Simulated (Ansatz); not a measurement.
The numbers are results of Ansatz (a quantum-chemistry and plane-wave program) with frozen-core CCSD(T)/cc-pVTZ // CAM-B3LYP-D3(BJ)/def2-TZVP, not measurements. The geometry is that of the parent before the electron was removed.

Ansatz 0.2 input:
```yaml
crystal:
  periodic: [false, false, false]
  atoms:
    - { symbol: B, position_ang: [0.803933, 0.017193, 0.224557] }
    - { symbol: B, position_ang: [-0.633651, -0.76696, 0.430161] }
    - { symbol: O, position_ang: [-1.617503, -0.018374, -0.172248] }
    - { symbol: B, position_ang: [-0.524343, 0.790656, -0.376498] }
    - { symbol: H, position_ang: [1.971566, -0.022516, 0.306082] }
basis:
  gaussian: { orbitals: cc-pVTZ }
correlation:
  method: ccsd_t
total_charge: 1
magnetization:
  spin_polarized: true
  initial_magnetization: 1
```

Output:

```
Functional definition: HF
803 factors; integrals over basis functions are off by at most 1.7e-3 eV
mean field evaluation 1: about -4051.1721 eV, gradient 4.2e1 eV
mean field evaluation 2: about -4051.1740 eV, gradient 4.2e1 eV
mean field evaluation 4: about -4057.7078 eV, gradient 3.2e0 eV
mean field evaluation 8: about -4057.7977 eV, gradient 1.6e-1 eV
mean field evaluation 16: about -4057.9397 eV, gradient 2.1e0 eV
mean field evaluation 32: about -4057.7985 eV, gradient 9.0e-2 eV
mean field evaluation 64: about -4057.8235 eV, gradient 4.9e0 eV
mean field evaluation 96: about -4057.7981 eV, gradient 1.3e-3 eV
mean field evaluation 128: about -4059.0791 eV, gradient 2.5e-4 eV
mean field evaluation 160: about -4054.0063 eV, gradient 9.1e-2 eV
mean field evaluation 192: about -4051.9770 eV, gradient 4.7e-1 eV
mean field evaluation 224: about -4056.5944 eV, gradient 1.9e-1 eV
mean field evaluation 256: about -4055.2971 eV, gradient 4.4e-1 eV
mean field evaluation 288: about -4054.8447 eV, gradient 2.3e-1 eV
mean field evaluation 320: about -4059.0739 eV, gradient 3.8e-1 eV
mean field evaluation 352: about -4055.6425 eV, gradient 7.7e-2 eV
mean field -4059.07911674 eV, -149.1684061976 hartree, gradient 1.6e-6 eV, S^2 0.925221; 8 other end points of the search recorded, 0 dependent functions left out
determinant -4059.07911674 eV, -149.1684061976 hartree, with singles and doubles -4072.00280661 eV, -149.6433430404 hartree
determinant -4057.79807567 eV, -149.1213288065 hartree, with singles and doubles -4071.04552107 eV, -149.6081634457 hartree
determinant -4056.59607207 eV, -149.0771559888 hartree, with singles and doubles -4069.18276906 eV, -149.5397085719 hartree
determinant -4055.64266630 eV, -149.0421189730 hartree, with singles and doubles -4068.91430745 eV, -149.5298427895 hartree
4 core orbitals not correlated
reference -4059.07911674 eV, -149.1684061976 hartree; 8, 7 occupied and 122, 123 virtual orbitals, 803 factors
second order -12.09419037 eV of doubles, -0.00000000 eV of singles
cycle   1  -12.77341193 eV  change    -1.1e0 eV  update   2.6e-2
cycle   2  -12.81374220 eV  change   -4.0e-2 eV  update   6.5e-3
cycle   3  -12.81193169 eV  change    1.8e-3 eV  update   3.1e-3
cycle   4  -12.81614840 eV  change   -4.2e-3 eV  update   1.5e-3
cycle   5  -12.81784806 eV  change   -1.7e-3 eV  update   7.8e-4
cycle   6  -12.81870862 eV  change   -8.6e-4 eV  update   3.4e-4
cycle   7  -12.81905150 eV  change   -3.4e-4 eV  update   1.3e-4
cycle   8  -12.81917542 eV  change   -1.2e-4 eV  update   4.9e-5
cycle   9  -12.81916618 eV  change    9.2e-6 eV  update   2.0e-5
cycle  10  -12.81917184 eV  change   -5.7e-6 eV  update   9.5e-6
perturbative correction -0.64120161 eV, -0.0235637245 hartree
Total energy: -4072.53949019 eV, -149.6630657982 hartree
```

Cost: roughly 90 core-seconds.
